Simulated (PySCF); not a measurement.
Telling isomers of C5H6O2 apart by NMR

Theoretical values (PySCF 2.14.0 with density-fitted response routines): GFN2-xTB structure, GIAO PBE0/pcSseg-1 shieldings. No solvent, fast rotation and ring inversion assumed for equivalent nuclei, single conformer, non-relativistic Hamiltonian.

δ = σ(ref) − σ, references computed at the same level: TMS for 1H (σref 31.72) and 13C (σref 186.93). Where no couplings were computed, multiplicities follow the n + 1 count of equivalent neighbours, and m marks all less simple cases (inequivalent or close neighbours, rings, F or P nearby). Acid and N–H amide carbonyl carbons lie up to 10 ppm further downfield in solution (hydrogen bonding). Shifts are as computed. Against solution values, carbons near 30 ppm lie about +3 ppm off and those near 130 ppm about +5 ppm. Of 1211 compounds with measured shifts, 218 miss one by over three times the rms of a fit or turn the order of signals round; such compounds aren't used in these exercises. OH and NH positions are gas-phase values without hydrogen bonding to other molecules.

(1) Tabulate the signals of `C=C=CCC(=O)O`, `C=COC(=O)C=C`, `C[C@H]1C=CC(=O)O1` and their relative energies.

(2) What is the quickest way to tell C=C=CCC(=O)O from C[C@H]1C=CC(=O)O1?

(3) What is the quickest way to tell C=C=CCC(=O)O from C=COC(=O)C=C?

(4) What is the quickest way to tell C=COC(=O)C=C from C[C@H]1C=CC(=O)O1?

## Answers

(1) 
```json
{"SMILES": "C=C=CCC(=O)O", "carbon types": "2×C 1×CH 2×CH2", "δC": "220.6, 176.3, 89.7, 79.0, 36.1", "δH": "6.12 (br s, 1H), 5.72 (m, 1H), 4.97 (m, 2H), 3.21 (m, 2H)", "E rel. (kcal/mol)": "27.0"}
{"SMILES": "C=COC(=O)C=C", "carbon types": "1×C 2×CH 2×CH2", "δC": "168.2, 149.4, 143.1, 135.8, 102.4", "δH": "8.01 (m, 1H), 7.10 (m, 1H), 6.36 (m, 1H), 6.34 (m, 1H), 5.17 (m, 1H), 4.91 (m, 1H)", "E rel. (kcal/mol)": "25.0"}
{"SMILES": "C[C@H]1C=CC(=O)O1", "carbon types": "1×C 3×CH 1×CH3", "δC": "175.5, 164.9, 131.2, 81.7, 22.6", "δH": "7.49 (m, 1H), 6.20 (d, 1H), 5.12 (m, 1H), 1.40 (d, 3H)", "E rel. (kcal/mol)": "0.0"}
```

Energies are electronic energies at PBE0/pcSseg-1 on these geometries, without zero-point or thermal terms, each for the one conformer computed, which needn't be the lowest.

(2) Both give the same number of carbon signals, but DEPT or the intensities differ. The first has a terminal carbon of a cumulated C=C=C unit (CH2) at 79.0 ppm, the second a β carbon of a C=C–C=O unit (CH) at 164.9 ppm. Their most deshielded carbons lie at 220.6 and 175.5 ppm. In the proton spectra the most deshielded non-exchanging signals are 5.72 (m, 1H) and 7.49 (m, 1H).

(3) Both give the same number of carbon signals, but DEPT or the intensities differ. The first has an sp3 CH2 α to a carbonyl at 36.1 ppm, the second a β carbon of a C=C–C=O unit (CH2) at 143.1 ppm. Their most deshielded carbons lie at 220.6 and 168.2 ppm. In the proton spectra the most deshielded non-exchanging signals are 5.72 (m, 1H) and 8.01 (m, 1H).

(4) Both give the same number of carbon signals, but DEPT or the intensities differ. The first has a β carbon of a C=C–C=O unit (CH2) at 143.1 ppm, the second a methyl carbon (CH3) at 22.6 ppm. Their most deshielded carbons lie at 168.2 and 175.5 ppm. In the proton spectra the most deshielded non-exchanging signals are 8.01 (m, 1H) and 7.49 (m, 1H).
